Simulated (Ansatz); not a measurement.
A structure relaxed at PBE0-D4/def2-TZVP, charge 0, multiplicity 1:

Cartesian coordinates in Å:
```
Si -1.695 -0.821 -0.539
O -0.441 -0.040 0.209
C 0.794 0.124 -0.330
C 1.771 0.745 0.323
S 1.672 1.438 1.919
H -1.327 -2.234 -0.820
H -2.028 -0.148 -1.822
H -2.828 -0.747 0.408
H 0.958 -0.275 -1.328
H 2.736 0.849 -0.154
H 0.387 1.110 2.132
```

Give its formula and SMILES.

C2H6OSSi, `[SiH3]O/C=C\S`.

Point group (tolerance 0.08 Å, 0.16 Å for H)?

Cs.

Summarise the bond lengths by kind.

1 × O–Si 1.656 Å; 3 × H–Si 1.478 to 1.486 Å; 1 × C–O 1.358 Å; 1 × C–C 1.329 Å; 2 × C–H 1.082 to 1.087 Å; 1 × C–S 1.742 Å; 1 × H–S 1.342 Å.

Program: Ansatz 0.2.0.
